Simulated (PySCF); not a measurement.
Ga(Cl)3 cation (Cl3Ga), SMILES [Cl][Ga]([Cl])[Cl] (connectivity only; charge and spin as stated), charge +1, multiplicity 2.

Geometry optimised at B3LYP-D3(BJ)/def2-SVP. The spin state was assumed, not searched. The isomer is the one that the SMILES or the coordinates give; other isomers of the formula were not compared.

These are B3LYP-D3(BJ)/def2-SVP (PySCF) values and carry that method's errors.

Frequencies are harmonic and unscaled.

Computed harmonic wavenumbers and intensities:
```json
[
 {"mode": "1", "ν (cm⁻¹)": "83", "IR (km/mol)": "2.6", "moving atoms (share of kinetic energy)": "Cl 64 %, Ga 36 %"},
 {"mode": "2", "ν (cm⁻¹)": "106", "IR (km/mol)": "6.9", "moving atoms (share of kinetic energy)": "Ga 59 %, Cl 41 %"},
 {"mode": "3", "ν (cm⁻¹)": "152", "IR (km/mol)": "4.4", "moving atoms (share of kinetic energy)": "Cl 89 %, Ga 11 %"},
 {"mode": "4", "ν (cm⁻¹)": "295", "IR (km/mol)": "2.4", "moving atoms (share of kinetic energy)": "Cl 76 %, Ga 24 %"},
 {"mode": "5", "ν (cm⁻¹)": "357", "IR (km/mol)": "1.6", "moving atoms (share of kinetic energy)": "Cl 98 %"},
 {"mode": "6", "ν (cm⁻¹)": "525", "IR (km/mol)": "56.7", "moving atoms (share of kinetic energy)": "Cl 52 %, Ga 48 %"}
]
```
